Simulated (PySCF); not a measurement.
**Multinuclear NMR of C3H9FN2Si**

Mapped SMILES: `[NH2:1][Si:2]1([NH2:3])[CH2:4][CH2:5][C@@H:6]1[F:7]`. Each H is labelled by its parent atom. Ha(C4), Ha(C5) are cis to F7 on the ring; Hb(C4), Hb(C5) are trans to F7 on the ring.

Non-relativistic, in vacuum, rapidly exchanging positions averaged, one computed conformer. GFN2-xTB geometry; shielding tensors at PBE0/pcSseg-1 (GIAO); PySCF.

**Question.** Predict the ¹⁹F NMR data.

**Answer.** 
| atoms | environment | σ (ppm) | δ (ppm) |
| --- | --- | --- | --- |
| F7 | fluorine on an sp3 carbon | 402.1 | -202.2 |

Shieldings were converted by a linear fit to measured shifts: ¹⁹F: δ = 146.13 − 0.903σ +14.6 on sp3 carbon (rms 6.0 ppm, 223 shifts, 7.0 ppm with the 5 outliers that the fit left out vs CFCl3, solution or neat liquid). Occasional misses reach two or three times the rms, and more in compound classes unlike the fitted ones.

On a 400 MHz spectrometer ¹⁹F resonates near 376.4 MHz, so 1 ppm is 376.4 Hz.

**Question.** What are the ²⁹Si shifts?

**Answer.** 
| atoms | environment | σ (ppm) | δ (ppm) |
| --- | --- | --- | --- |
| Si2 | silicon bonded to 2 C, 2 N, in a 4-membered ring | 351.8 | -9.2 |

Shieldings were converted by a linear fit to measured shifts: ²⁹Si: δ = 279.94 − 0.822σ (rms 8.9 ppm, 72 shifts, 25.8 ppm with the 6 outliers that the fit left out vs TMS, solution or neat liquid). Occasional misses reach two or three times the rms, and more in compound classes unlike the fitted ones.

On a 300 MHz spectrometer ²⁹Si resonates near 59.6 MHz, so 1 ppm is 59.6 Hz.

**Question.** Where does ¹⁵N resonate?

**Answer.** 
```json
{"atoms": "N3", "environment": "nitrogen bonded to Si, 2 H", "σ (ppm)": "244.2", "δ (ppm)": "-373.1"}
{"atoms": "N1", "environment": "nitrogen bonded to Si, 2 H", "σ (ppm)": "249.0", "δ (ppm)": "-377.5"}
```

Shieldings were converted by a linear fit to measured shifts: ¹⁵N: δ = -148.07 − 0.921σ (rms 6.3 ppm, 71 shifts vs CH3NO2, solution or neat liquid). Occasional misses reach two or three times the rms, and more in compound classes unlike the fitted ones.

On a 300 MHz spectrometer ¹⁵N resonates near 30.4 MHz, so 1 ppm is 30.4 Hz.
